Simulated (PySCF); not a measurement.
CdFHO. Atoms are numbered in the order given.

```xyz
4

Cd     0.0058     0.0088     0.0000
F     -0.0072     1.9550     0.0000
O     -0.1232    -1.9591     0.0000
H      0.7715    -2.3427     0.0000
```
Charge 0, spin multiplicity 1.

Geometry: PBE-D3(BJ)/def2-TZVP. The def2 effective core potentials stand for the cores of Cd; spin–orbit coupling is left out. One conformer was computed; it need not be the lowest.

Calculation: M06-2X/def2-TZVPD (PySCF).

Symmetry labels are those of the subgroup Cs that the program uses (full group Cs).

Computed valence orbital energies around the gap with their symmetry:
| orbital | symmetry | energy (eV) |
|---|---|---|
| HOMO−7 | A' | -18.20 |
| HOMO−6 | A" | -18.18 |
| HOMO−5 | A' | -14.02 |
| HOMO−4 | A' | -12.42 |
| HOMO−3 | A" | -12.09 |
| HOMO−2 | A' | -12.03 |
| HOMO−1 | A' | -10.87 |
| HOMO | A" | -10.31 |
| LUMO | A' | -1.43 |
| LUMO+1 | A' | -0.11 |
| LUMO+2 | A" | 0.07 |
| LUMO+3 | A' | 0.84 |
